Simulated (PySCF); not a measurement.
ClHSi, SMILES [SiH]Cl (connectivity only; charge and spin as stated), charge -1, multiplicity 2.

Geometry optimised at PBE-D3(BJ)/def2-TZVPD. The spin state was assumed, not searched. The isomer is the one that the SMILES or the coordinates give; other isomers of the formula were not compared.

The numbers are results of SMD-ωB97X/def2-SVPD (PySCF), not measurements.

Solvation free energies are E(SMD) − E(gas) at the gas-phase geometry, for 1 M in both phases.

Computed solvation free energies in water, N,N-dimethylformamide, dimethylsulfoxide:
| solvent | ΔG(solv) (kcal/mol) | its non-electrostatic (CDS) part |
|---|---|---|
| water | -52.6 | 1.0 |
| N,N-dimethylformamide | -53.7 | -0.9 |
| dimethylsulfoxide | -53.7 | -0.6 |
